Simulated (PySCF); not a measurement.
# Spin-rotation constants: `[BH3-][N+](C)(C)CC(F)F`, C4H12BF2N

Cartesian coordinates in Å; atom numbers follow the order of the lines, from 1:
```xyz
20

B    -0.472    1.636   -0.207
N    -0.442   -0.014   -0.042
C    -1.561   -0.569   -0.803
C    -0.603   -0.372    1.365
C     0.789   -0.589   -0.591
C     2.076   -0.162    0.106
F     2.301   -0.899    1.224
F     3.125   -0.421   -0.713
H    -1.564    1.974    0.117
H     0.359    2.084    0.520
H    -0.241    1.855   -1.354
H    -1.461   -0.293   -1.850
H    -1.596   -1.659   -0.714
H    -2.490   -0.147   -0.430
H    -0.594   -1.457    1.501
H    -1.547    0.030    1.722
H     0.193    0.069    1.958
H     0.745   -1.688   -0.556
H     0.881   -0.270   -1.632
H     2.097    0.902    0.374
```

Method: GIAO HF/pcSseg-1 magnetisability, rotational g tensor and spin-rotation constants, non-relativistic, gas phase (PySCF). Geometry: GFN2-xTB.

(1) Give the nuclear spin-rotation constants along the inertial axes (H = +C I·J) beside the isotropic shieldings.

(2) How do the rotational constants and the g tensor change when H9, H10, H11, H12, H13, H14, H15, H16, H17, H18, H19, H20 are replaced by deuterium?

## Answers

(1) Rotational constants 3.2486, 1.2558, 1.1562 GHz. A star marks the isotopologue with that one atom substituted, in its own axes.
| atom | isotope | Caa (kHz) | Cbb (kHz) | Ccc (kHz) | mean (kHz) | σ (ppm) |
| --- | --- | --- | --- | --- | --- | --- |
| B1 | 11B | 0.592 | 0.197 | 0.149 | 0.312 | 124.4 |
| N2 | 14N | 0.113 | 0.049 | 0.047 | 0.070 | 237.4 |
| F7 | 19F | 1.501 | 0.838 | 1.244 | 1.194 | 343.1 |
| F8 | 19F | 2.043 | 0.238 | 1.397 | 1.226 | 353.5 |
| H9 | 1H | 0.073 | -0.117 | -0.104 | -0.049 | 30.4 |
| H10 | 1H | -0.132 | -0.107 | -0.039 | -0.092 | 30.3 |
| H11 | 1H | -0.309 | 0.036 | -0.112 | -0.128 | 30.5 |
| H12 | 1H | -0.345 | 0.047 | -0.138 | -0.145 | 29.4 |
| H13 | 1H | -0.361 | -0.114 | -0.001 | -0.159 | 30.2 |
| H14 | 1H | 0.039 | -0.125 | -0.116 | -0.067 | 29.4 |
| H15 | 1H | -0.370 | -0.103 | -0.007 | -0.160 | 30.2 |
| H16 | 1H | 0.042 | -0.127 | -0.117 | -0.068 | 29.6 |
| H17 | 1H | -0.142 | -0.118 | -0.054 | -0.105 | 29.3 |
| H18 | 1H | -0.369 | -0.129 | 0.023 | -0.159 | 29.6 |
| H19 | 1H | -0.357 | 0.051 | -0.138 | -0.148 | 29.2 |
| H20 | 1H | -0.299 | -0.125 | 0.083 | -0.114 | 25.5 |
| C3 | 13C* | 0.527 | 0.256 | 0.195 | 0.326 | 142.7 |
| C5 | 13C* | 0.571 | 0.256 | 0.240 | 0.356 | 131.9 |
| C6 | 13C* | 0.895 | 0.308 | 0.303 | 0.502 | 86.9 |

For the geometry as given, no vibrational averaging.

(2) Constants 2.5870, 1.0990, 1.0273 GHz; g -0.0196, -0.0090, -0.0088, against -0.0247, -0.0103, -0.0097 before.
